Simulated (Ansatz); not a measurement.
Geometry optimisation, RKS B3LYP-D4/def2-SVP in Ansatz 0.2.0.

Input file:

```yaml
crystal:
  periodic: [false, false, false]
  atoms:
    - { symbol: Ge, position_ang: [0.0, 0.0, 0.0] }
    - { symbol: H, position_ang: [0.8769, 0.0, 1.5144] }
    - { symbol: C, position_ang: [2.0813, 0.0, 0.578] }
    - { symbol: H, position_ang: [2.429, -1.0463, 0.4498] }
    - { symbol: H, position_ang: [2.1298, 0.5276, -0.3974] }
    - { symbol: H, position_ang: [2.7332, 0.5187, 1.3114] }
    - { symbol: Cl, position_ang: [-1.0456, 1.8115, -0.7393] }
    - { symbol: C, position_ang: [-0.9232, -1.5994, -0.6527] }
    - { symbol: H, position_ang: [-1.4228, -2.1111, 0.1962] }
    - { symbol: H, position_ang: [-1.6833, -1.3066, -1.4068] }
    - { symbol: H, position_ang: [-0.1873, -2.288, -1.1178] }
basis:
  gaussian: { orbitals: def2-SVP }
hamiltonian:
  xc: b3lyp
  dispersion: d4
relax:
  f_tol: 0.15
  max_steps: 25
  restrain:
    - { distance: [1, 2], at: 1.11, k: 30.0 }
    - { distance: [0, 1], at: 2.75, k: 30.0 }
    - { distance: [0, 2], at: 3.16, k: 30.0 }
output:
  orbitals: {}
```

Command:

```bash
$ ansatz run input.yaml --threads 4 --pin off --max-ram 5120MiB --backend cpu --events-out ev --progress --plain --runs-dir out
```

Question: Where does it end, and by what steps?

Answer: The run converged. The restraints hold the end off the free minimum; the threshold counts their pulls, which the force column leaves out. Restrained pairs: H2–C3 (1.53 → 1.10 Å), Ge1–H2 (1.75 → 2.75 Å), Ge1–C3 (2.16 → 3.17 Å). After 13 steps the energy has fallen by 4.317 eV (the restraints' own energy left out); Ge1 moved furthest, 1.18 Å.

| step | energy less start (eV) | largest force component (eV/Å) | accepted |
| --- | --- | --- | --- |
| 0 | 0.0000 | 3.625 | yes |
| 1 | 0.9028 | 4.894 | yes |
| 2 | 0.5598 | 4.819 | yes |
| 3 | -0.1809 | 5.982 | yes |
| 4 | -2.1001 | 4.658 | yes |
| 5 | -3.1598 | 2.643 | yes |
| 6 | -3.7934 | 0.925 | yes |
| 7 | -4.0579 | 0.762 | yes |
| 8 | -4.1900 | 0.363 | yes |
| 9 | -4.2613 | 0.414 | yes |
| 10 | -4.2831 | 0.318 | yes |
| 11 | -4.2997 | 0.282 | yes |
| 12 | -4.3099 | 0.206 | yes |
| 13 | -4.3174 | 0.149 | yes |

```xyz
11
Properties=species:S:1:pos:R:3
Ge -1.066 0.201 0.459
H 1.427 0.060 1.614
C 2.076 -0.083 0.732
H 2.105 -1.148 0.464
H 1.714 0.513 -0.118
H 3.088 0.256 1.001
Cl -0.785 1.601 -1.260
C -0.912 -1.489 -0.626
H -1.087 -2.384 0.003
H -1.660 -1.461 -1.445
H 0.089 -1.560 -1.087
```

The run took 22 s on 4 threads of Arm Neoverse V2, on a shared host, peak memory 0.28 GiB.
